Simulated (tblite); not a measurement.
Species: C6H11O (doublet state).
Cartesian coordinates in Å at the GFN2-xTB level; atoms count from 1:
```xyz
18
C6H11O angstrom
C     -2.9668    0.6331    0.5121
C     -1.6371    0.9163    0.3792
C     -0.6406    0.0138    0.0367
C     -0.9098   -1.4302   -0.2147
C      0.7676    0.4818   -0.1468
O      1.6674   -0.3937    0.5056
C      3.0073   -0.0204    0.3433
H     -3.3582   -0.3552    0.3560
H     -3.6701    1.3997    0.7806
H     -1.3262    1.9406    0.5504
H      0.0263   -1.9792   -0.2483
H     -1.5387   -1.8490    0.5691
H     -1.4328   -1.5655   -1.1644
H      1.0131    0.5052   -1.2278
H      0.8908    1.5058    0.2395
H      3.6025   -0.7537    0.8839
H      3.2992   -0.0225   -0.7156
H      3.1975    0.9793    0.7552
```

Computed with GFN2-xTB (tblite): harmonic, unscaled wavenumbers at the GFN2-xTB geometry, gas phase. The method is semi-empirical: single wavenumbers can be off by several per cent or more. One conformer, not necessarily the lowest. Open shells enter through the occupations alone, without spin polarisation, and single modes of such species can be off by tens of per cent.

Harmonic wavenumbers (cm⁻¹): 40.0, 59.4, 80.7, 147.6, 219.6, 229.1, 273.8, 341.6, 356.9, 414.0, 546.8, 578.5, 764.2, 835.0, 923.8, 959.9, 980.7, 991.2, 1018.2, 1047.7, 1106.5, 1136.6, 1161.6, 1201.4, 1237.9, 1303.4, 1325.7, 1358.3, 1387.7, 1408.7, 1449.1, 1463.9, 1468.9, 1470.1, 1477.9, 1493.5, 1500.8, 2748.6, 2856.8, 2882.5, 2909.3, 2955.4, 3014.2, 3028.3, 3037.3, 3062.8, 3125.6, 3156.0.

A = 6738, B = 1281, C = 1131 MHz; mass 99.081 u (most abundant isotopes); point group C1, symmetry number 1; spin multiplicity 2.

**Question.** Zero-point energy?

**Answer.** Half the sum of the wavenumbers: 33269 cm⁻¹ = 95.12 kcal/mol.

**Question.** Entropy at 400 K, 1 bar (ideal gas, RRHO, classical rotation)?

**Answer.** Translation 41.18, rotation 28.77, vibration 36.34, spin (R ln 2) 1.38: S = 107.7 cal/(mol K).

**Question.** And Cp and H(400 K) − H(0)?

**Answer.** Cp = 42.66 cal/(mol K), of which vibrations give 34.71 (their classical limit is 48 R = 95.4); H(400 K) − H(0) = 10.38 kcal/mol without the zero-point energy, 7.20 from vibrations.

**Question.** What must be added to the electronic energy to get the Gibbs energy at 400 K and 1 bar?

**Answer.** ZPE + [H(400 K) − H(0)] − T·S = 95.12 + 10.38 − 43.06 = 62.44 kcal/mol.

**Question.** How do the functions run with temperature in this model?

**Answer.** 
```json
{"T (K)": "100", "S (cal/(mol K))": "69.5", "Cp (cal/(mol K))": "18.3", "H − H(0) (kcal/mol)": "1.32", "G − H(0) (kcal/mol)": "-5.63", "ln q(vib)": "2.00"}
{"T (K)": "200", "S (cal/(mol K))": "84.6", "Cp (cal/(mol K))": "26.1", "H − H(0) (kcal/mol)": "3.55", "G − H(0) (kcal/mol)": "-13.38", "ln q(vib)": "4.55"}
{"T (K)": "300", "S (cal/(mol K))": "96.7", "Cp (cal/(mol K))": "34.1", "H − H(0) (kcal/mol)": "6.54", "G − H(0) (kcal/mol)": "-22.46", "ln q(vib)": "6.94"}
{"T (K)": "500", "S (cal/(mol K))": "118.0", "Cp (cal/(mol K))": "50.5", "H − H(0) (kcal/mol)": "15.05", "G − H(0) (kcal/mol)": "-43.97", "ln q(vib)": "11.47"}
{"T (K)": "800", "S (cal/(mol K))": "145.9", "Cp (cal/(mol K))": "67.9", "H − H(0) (kcal/mol)": "33.02", "G − H(0) (kcal/mol)": "-83.68", "ln q(vib)": "17.98"}
{"T (K)": "1000", "S (cal/(mol K))": "161.9", "Cp (cal/(mol K))": "75.6", "H − H(0) (kcal/mol)": "47.41", "G − H(0) (kcal/mol)": "-114.49", "ln q(vib)": "22.06"}
```

q(vib) and H(0) count from the zero-point level.

**Question.** Blend soft modes into free rotors: weight 1/[1 + (100 cm⁻¹/ν̃)⁴] for the oscillator and the rest for a rotor with moment μB/(μ + B), μ = h/(8π²ν), B = 10⁻⁴⁴ kg m². What vibrational entropy results?

**Answer.** 32.50 cal/(mol K) in place of 36.34, which changes −T·S at 400 K by +1.54 kcal/mol.

Hindered rotation and anharmonicity are outside this model. Other conformers, if any are populated, would add a mixing term that is left out. The structure is chiral; the term R ln 2 for an equal mix with its mirror image is left out.

Time: 0.4 s wall. Hardware: Arm Neoverse V2, one thread, on a shared host. The figure is for the frequency step alone.
